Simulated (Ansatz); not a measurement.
Reaction (cleavage of the B–B bond): `BB(C)O` + `OCF` → `CB(O)OCF` + BH₃

Program: Ansatz. Geometries: PBE0-D4/def2-TZVP. ΔE: electronic, gas phase. CCSD(T)/CBS is the MP2 limit (def2-TZVPP, def2-QZVPP) plus CCSD(T) − MP2 in def2-TZVPP, frozen cores. This one scheme is used for every species. Functionals use def2-TZVPP. B3LYP here is the variant with VWN-RPA as its local correlation; programs differ in this. HSE06 is defined as in plane-wave codes. One conformer a species, not always the lowest.

```json
{"level": "LDA (SPW92)", "ΔE (kJ/mol)": "-143.1", "difference from CCSD(T)/CBS": "10.3"}
{"level": "PBE-D4", "ΔE (kJ/mol)": "-134.8", "difference from CCSD(T)/CBS": "18.6"}
{"level": "revPBE-D4", "ΔE (kJ/mol)": "-135.5", "difference from CCSD(T)/CBS": "17.9"}
{"level": "BLYP-D4", "ΔE (kJ/mol)": "-146.3", "difference from CCSD(T)/CBS": "7.1"}
{"level": "r2SCAN-D4", "ΔE (kJ/mol)": "-150.0", "difference from CCSD(T)/CBS": "3.4"}
{"level": "B97M-V", "ΔE (kJ/mol)": "-149.7", "difference from CCSD(T)/CBS": "3.7"}
{"level": "PBE0-D4", "ΔE (kJ/mol)": "-143.1", "difference from CCSD(T)/CBS": "10.3"}
{"level": "B3LYP-D4", "ΔE (kJ/mol)": "-152.2", "difference from CCSD(T)/CBS": "1.2"}
{"level": "r2SCANh-D4", "ΔE (kJ/mol)": "-151.8", "difference from CCSD(T)/CBS": "1.6"}
{"level": "r2SCAN0-D4", "ΔE (kJ/mol)": "-154.4", "difference from CCSD(T)/CBS": "-1.0"}
{"level": "HSE06-D4", "ΔE (kJ/mol)": "-142.8", "difference from CCSD(T)/CBS": "10.6"}
{"level": "CAM-B3LYP-D4", "ΔE (kJ/mol)": "-157.8", "difference from CCSD(T)/CBS": "-4.4"}
{"level": "ωB97X-V", "ΔE (kJ/mol)": "-152.1", "difference from CCSD(T)/CBS": "1.3"}
{"level": "ωB97M-V", "ΔE (kJ/mol)": "-156.1", "difference from CCSD(T)/CBS": "-2.7"}
{"level": "PBE-QIDH", "ΔE (kJ/mol)": "-153.0", "difference from CCSD(T)/CBS": "0.4"}
{"level": "PBE", "ΔE (kJ/mol)": "-131.8", "difference from CCSD(T)/CBS": "21.6"}
{"level": "revPBE", "ΔE (kJ/mol)": "-126.7", "difference from CCSD(T)/CBS": "26.7"}
{"level": "BLYP", "ΔE (kJ/mol)": "-140.2", "difference from CCSD(T)/CBS": "13.2"}
{"level": "r2SCAN", "ΔE (kJ/mol)": "-149.0", "difference from CCSD(T)/CBS": "4.4"}
{"level": "PBE0", "ΔE (kJ/mol)": "-140.5", "difference from CCSD(T)/CBS": "12.9"}
{"level": "B3LYP", "ΔE (kJ/mol)": "-147.8", "difference from CCSD(T)/CBS": "5.6"}
{"level": "r2SCANh", "ΔE (kJ/mol)": "-150.8", "difference from CCSD(T)/CBS": "2.6"}
{"level": "r2SCAN0", "ΔE (kJ/mol)": "-153.3", "difference from CCSD(T)/CBS": "0.1"}
{"level": "HSE06", "ΔE (kJ/mol)": "-140.4", "difference from CCSD(T)/CBS": "13.0"}
{"level": "CAM-B3LYP", "ΔE (kJ/mol)": "-155.2", "difference from CCSD(T)/CBS": "-1.8"}
{"level": "LC-ωPBE", "ΔE (kJ/mol)": "-145.3", "difference from CCSD(T)/CBS": "8.1"}
{"level": "HF/def2-SVP", "ΔE (kJ/mol)": "-179.3", "difference from CCSD(T)/CBS": "-25.9"}
{"level": "MP2/def2-SVP", "ΔE (kJ/mol)": "-177.3", "difference from CCSD(T)/CBS": "-23.9"}
{"level": "CCSD/def2-SVP", "ΔE (kJ/mol)": "-171.8", "difference from CCSD(T)/CBS": "-18.4"}
{"level": "CCSD(T)/def2-SVP", "ΔE (kJ/mol)": "-171.9", "difference from CCSD(T)/CBS": "-18.5"}
{"level": "MP2/def2-TZVPP", "ΔE (kJ/mol)": "-161.2", "difference from CCSD(T)/CBS": "-7.8"}
{"level": "SCS-MP2/def2-TZVPP", "ΔE (kJ/mol)": "-161.1", "difference from CCSD(T)/CBS": "-7.7"}
{"level": "CCSD/def2-TZVPP", "ΔE (kJ/mol)": "-157.1", "difference from CCSD(T)/CBS": "-3.7"}
{"level": "CCSD(T)/def2-TZVPP", "ΔE (kJ/mol)": "-156.5", "difference from CCSD(T)/CBS": "-3.1"}
{"level": "HF/def2-QZVPP", "ΔE (kJ/mol)": "-169.0", "difference from CCSD(T)/CBS": "-15.6"}
{"level": "MP2/def2-QZVPP", "ΔE (kJ/mol)": "-159.5", "difference from CCSD(T)/CBS": "-6.1"}
{"level": "SCS-MP2/def2-QZVPP", "ΔE (kJ/mol)": "-159.4", "difference from CCSD(T)/CBS": "-6.0"}
{"level": "HF/CBS(def2)", "ΔE (kJ/mol)": "-169.0", "difference from CCSD(T)/CBS": "-15.6"}
{"level": "MP2/CBS(def2)", "ΔE (kJ/mol)": "-158.1", "difference from CCSD(T)/CBS": "-4.7"}
{"level": "CCSD/CBS(def2)", "ΔE (kJ/mol)": "-154.1", "difference from CCSD(T)/CBS": "-0.7"}
{"level": "CCSD(T)/CBS", "ΔE (kJ/mol)": "-153.4", "difference from CCSD(T)/CBS": "0"}
```

**Question.** What do rigid-rotor, harmonic-oscillator terms from PBE0-D4/def2-TZVP frequencies (298.15 K, 1 bar) make of the CCSD(T)/CBS value? (Best estimate.)

**Answer.** The calculation gave: ΔZPE = -4.8 kJ/mol, ΔH = -157.1 kJ/mol, ΔS = -34 J/(mol·K), ΔG = -147.0 kJ/mol.

Largest T1 diagnostic among the species: 0.012.

From BLYP to BHLYP (50 % exact exchange), in def2-TZVPP and without D4, ΔE moves by −18.8 kJ/mol. The D4 term adds −4.4 kJ/mol with B3LYP and −2.6 kJ/mol with PBE0; it sums over pairs of atoms, weighted by their polarisabilities, and B3LYP, whose exchange is more repulsive, gets the larger term. In def2-TZVPP, CCSD(T) changes the Hartree–Fock value by +12.4 kJ/mol (the triples alone add +0.6 kJ/mol) and MP2 by +7.7 kJ/mol.
